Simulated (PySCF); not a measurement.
How methods differ on the excitation energy of Si(2+)

Si(2+) [Ne] 3s2 (1S) → Si(2+) [Ne] 3s1 3p1 (3P), as a difference of total energies. All numbers are calculated (PySCF 2.14, the spin-free X2C one-electron Hamiltonian (Gaussian nucleus), in x2c-TZVPPall (5s5p3d1f, 42 functions)). Correlated levels: valence: [Ne] frozen; valence and next inner shell: 1s2 frozen. The calculations carry no spin-orbit coupling.

```tsv
method	excitation energy (cm⁻¹)
UHF	43060
LDA	53436
PBE	52009
PBE0	50771
r2SCAN	47386
M06	54590
B2PLYP	52434
BHandHLYP	52357
BLYP	53931
MP2 (valence)	49394
SCS-MP2 (valence)	51169
MP2 (valence and next inner shell)	51063
SCS-MP2 (valence and next inner shell)	52481
```

A first-order spin-orbit estimate (lowest level to lowest level, LS coupling) adds -0.028 eV.

The basis was made for the ground configuration and has no added diffuse functions, so the excitation energy can come out too high.
